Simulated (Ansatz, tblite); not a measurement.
Forces on Zn₁₀S₉Cl₂, a halide-capped nanocrystal cut from wurtzite ZnS (2 Cl on the cations) at its PBE-D4/def2-SVP geometry. Charge 0, multiplicity 1.

The xTB rows come from tblite. Single mean-field runs in def2-TZVP are fitted with def2-universal-jkfit. Another isomer (singlet) lies 2.14 eV lower at PBE0-D4/def2-TZVP; other spin states weren't run for this one.

GFN1-xTB (tblite), largest force 0.63 eV/Å:

```xyz
21
positions Å, forces eV/Å
Cl   -1.371   -2.678   -3.611   -0.021   -0.389   -0.315
Cl    2.119   -3.704    1.974    0.205   -0.455    0.046
S    -0.089    1.321   -4.419   -0.129   -0.242    0.133
S    -1.540   -4.455    0.145    0.178    0.268   -0.063
S    -1.926   -0.456   -1.176   -0.014   -0.260   -0.035
S     1.888    0.879   -1.020   -0.148    0.100    0.111
S     0.090   -1.048    2.047   -0.017   -0.259   -0.040
S     4.052    0.104    2.201   -0.214   -0.217   -0.003
S    -1.174    3.506   -1.231    0.041   -0.080    0.146
S    -2.479    2.152    1.946    0.128   -0.063   -0.091
S     1.117    2.833    2.431   -0.123   -0.032   -0.116
Zn   -1.009   -0.355   -3.402    0.117    0.448   -0.426
Zn   -1.724   -2.847   -1.324   -0.210   -0.039    0.390
Zn    0.165   -0.216   -0.144    0.143   -0.165   -0.120
Zn    0.293    2.038   -2.329    0.272    0.227   -0.462
Zn   -0.074   -3.332    1.315   -0.444    0.030    0.017
Zn    2.473   -1.378    2.167    0.499    0.336    0.184
Zn    2.506    1.388    1.207    0.564    0.141    0.006
Zn   -2.256    1.691   -0.282   -0.510    0.068    0.030
Zn   -0.496    1.175    2.531   -0.245   -0.010    0.453
Zn   -0.564    3.382    0.974   -0.072    0.593    0.154
```

GFN2-xTB (tblite), largest force 0.49 eV/Å:

```
Cl -0.019 0.149 0.196
Cl -0.155 0.189 -0.024
S 0.069 0.080 -0.112
S -0.143 -0.299 0.034
S -0.032 0.068 0.172
S 0.024 -0.084 -0.030
S -0.155 0.104 -0.024
S 0.142 0.058 0.005
S -0.145 0.069 -0.066
S 0.136 0.304 -0.029
S 0.005 0.025 0.171
Zn -0.002 -0.384 -0.304
Zn -0.033 -0.166 -0.401
Zn -0.088 -0.130 0.031
Zn 0.122 0.230 -0.270
Zn 0.310 -0.266 0.149
Zn 0.204 -0.444 0.026
Zn 0.328 0.170 0.061
Zn -0.303 0.033 -0.061
Zn -0.078 -0.033 0.299
Zn -0.189 0.326 0.179
```

PBE-D4/def2-TZVP (Ansatz), largest force 0.18 eV/Å:

```
Cl -0.003 0.021 0.048
Cl -0.039 0.031 -0.011
S -0.027 -0.040 0.068
S 0.046 0.083 -0.014
S 0.042 -0.007 -0.052
S -0.042 0.040 0.034
S 0.063 -0.012 -0.017
S -0.078 -0.024 -0.014
S 0.005 -0.107 0.095
S 0.100 -0.035 -0.069
S -0.098 -0.076 -0.070
Zn -0.064 -0.082 0.005
Zn -0.011 0.060 -0.041
Zn -0.004 -0.098 -0.015
Zn 0.075 0.104 0.047
Zn 0.040 0.045 0.042
Zn -0.047 -0.086 0.033
Zn 0.009 0.123 -0.058
Zn -0.054 -0.033 -0.018
Zn -0.014 -0.045 0.046
Zn 0.103 0.139 -0.039
```
